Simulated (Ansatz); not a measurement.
Cost and result up the ladder for Al₅Sb₅H₁₈, a cluster cut from zinc blende AlSb (hydrogen-capped) (28 atoms). The state is a singlet with charge 0. Geometry: PBE-D4/def2-SVP.

```xyz
28

Al    3.370   -1.227    0.699
Al    0.952   -0.124    4.861
Al    1.439   -0.350   -3.341
Al   -3.051    1.700   -3.515
Al   -0.229    1.542    0.445
Sb    1.120   -0.488   -0.641
Sb   -0.825    0.699    2.945
Sb    2.343   -1.753    3.182
Sb   -2.621    1.520   -0.816
Sb   -1.166   -0.155   -4.160
H     3.901   -2.617    0.105
H     4.264    0.091    0.879
H     0.146   -0.966    5.957
H     1.862    1.158    5.163
H     1.995   -1.754   -3.874
H     2.095    1.076   -3.664
H    -4.527    1.161   -3.819
H    -2.486    3.138   -3.933
H     0.461    2.982    0.430
H     0.008   -1.776   -0.389
H    -1.896   -0.608    2.654
H    -2.010    1.754    3.604
H     1.400   -3.180    3.050
H     3.577   -2.453    4.150
H    -3.307    0.039   -0.290
H    -3.701    2.533    0.057
H    -1.905   -1.675   -3.869
H    -1.212   -0.268   -5.873
```

Ansatz on 4 threads of Arm Neoverse V1 on a shared host. Times are rough, and most runs start from the orbitals of an earlier one. PBE0-D4/def2-SVP serves as the yardstick here, not as an exact answer. Binding counts from free atoms at the same level (Al doublet, Sb quartet, H doublet; other spins of the atoms weren't run), without zero-point energy or a counterpoise term.

In the def2 sets Sb takes a core potential; there is no spin–orbit coupling. Correlated methods freeze 45 core orbitals; core or outer-core shells of Sb are correlated, in sets that lack core-valence functions.

Correlated methods converge slowly with the basis, most of all in double-zeta sets.

```csv
level,functions,wall time,binding energy per atom (eV),difference from PBE0-D4/def2-SVP (eV)
PBE-D4/def2-SVP,310,10 s,2.42,0.01
PBE0-D4/def2-SVP,310,21 s,2.40,0.00
r2SCAN-D4/def2-SVP (with forces),310,24 s,2.43,0.03
MP2/def2-SVP,310,29 s,2.17,-0.23
```
